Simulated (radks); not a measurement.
Values are calculated unless marked as measured or tabulated.
Polarisability of the germanium ion Ge2+, [Ar] 3d10 4s2, at imaginary frequency. Level of theory: non-relativistic Kohn-Sham, LDA (Slater exchange, Perdew-Wang correlation), spin-polarised, spherical densities, point nucleus (a radial shooting solver on a logarithmic mesh with Libxc functionals). Response by self-consistent Sternheimer equations with the Hartree and adiabatic LDA kernel.

| w (hartree) | alpha1(iw) (bohr^3) | alpha2(iw) (bohr^5) |
|---|---|---|
| 0.00266 | 10.44 | 31.38 |
| 0.0143 | 10.43 | 31.37 |
| 0.0360 | 10.38 | 31.31 |
| 0.0697 | 10.19 | 31.12 |
| 0.118 | 9.751 | 30.64 |
| 0.186 | 8.895 | 29.61 |
| 0.280 | 7.529 | 27.63 |
| 0.413 | 5.786 | 24.26 |
| 0.605 | 4.032 | 19.35 |
| 0.892 | 2.605 | 13.52 |
| 1.35 | 1.605 | 8.075 |
| 2.12 | 0.9478 | 4.099 |
| 3.59 | 0.5120 | 1.750 |
| 6.94 | 0.2205 | 0.5832 |
| 17.5 | 0.05426 | 0.1133 |

Static values: alpha1 = 10.44 bohr^3 (1.548 angstrom^3; uncoupled 18.36), alpha2 = 31.38 bohr^5, alpha3 = 174.6 bohr^7. C6 = 40.52, C8 = 751.1, triple-dipole C9 = 297.8 atomic units. One-pole (London) frequency 4 C6 / (3 alpha1^2) = 0.495 hartree, against 1.072 for minus the highest occupied eigenvalue. The dipole shielding factor is 0.937, as the force sum rule N/Z = 0.938 demands.
